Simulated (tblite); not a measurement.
Compound: C₂H₅NOSi.
Numbering: `[CH3:1][O:2][SiH2:3][C:4]#[N:5]` (hydrogens: H6, H7, H8 on C1; H9, H10 on Si3)

Computed with GFN2-xTB (tblite), gas phase: nudged elastic band of 9 images (0 to 8), spring 0.2 eV/Å², climbing image at the end, force threshold 0.05 eV/Å. The top image wasn't refined or checked by frequencies; at this threshold it can lie a kcal/mol or more above the true saddle point of the method.

Path: rotation about Si3–O2 (oxygen-bound silicon, silyl ether oxygen), followed by the dihedral C4–Si3–O2–C1, from 59° to -179°. Start geometry (image 0):
```
atom  x, y, z in Å
C1     -1.488   -0.618   -0.167
O2     -0.531    0.209   -0.759
Si3     0.777    0.946   -0.165
C4      1.979   -0.306    0.551
N5      2.698   -1.081    0.993
H6     -2.049   -0.075    0.598
H7     -2.173   -0.949   -0.948
H8     -1.018   -1.490    0.294
H9      0.489    1.843    0.957
H10     1.324    1.525   -1.377
```

The first guess turns that dihedral rigidly in even steps and adds one set of random displacements (0.04 Å standard deviation a coordinate) to every inner image. Energies of the images above image 0 (eV) in the early part of the optimisation:

```
iteration      1      2      3      4      5      6      7      8
        0  0.618  0.713  0.818  0.897  0.933  0.930  0.914  0.007
       10  0.020  0.044  0.076  0.104  0.117  0.115  0.106  0.007
       20  0.011  0.033  0.062  0.085  0.089  0.077  0.065  0.007
```

Problem. Where does the band end, and how far was the first guess from it?

Solution. Final energies, images 1 to 8: 0.008, 0.028, 0.054, 0.069, 0.054, 0.030, 0.017, 0.007 eV. The highest point drops from 0.93 eV (image 5) to 0.069 eV (image 4), by 0.86 eV. Image 4 moved by 0.07 Å rms, its dihedral from 119° to 122°. The end images are fixed. The true force on the top image ends at 0.029 eV/Å, and the largest on any image at 0.06 eV/Å; away from the top, the method drives only the force across the path to zero. The last saved iteration is 60.

What follows is the cost of the whole band run. The run took 3.5 s wall on an Arm Neoverse N1 with one thread, no GPU (shared host), and the process peaked at 0.18 GiB of memory.
